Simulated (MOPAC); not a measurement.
MOPAC input (PM3):

```
PM3 PRECISE GNORM=0.05 LET XYZ CHARGE=1 GEO-OK AUX(PRECISION=9) THREADS=1
H2B

B     0.00000000 1    0.00000000 1    0.00000000 1
H     0.00000000 1    0.00000000 1    1.17438077 1
H    -0.00000000 1   -0.00000000 1   -1.17438077 1
```

**Question.** What heat of formation does the run end on?

**Answer.** 305.93 kcal/mol.
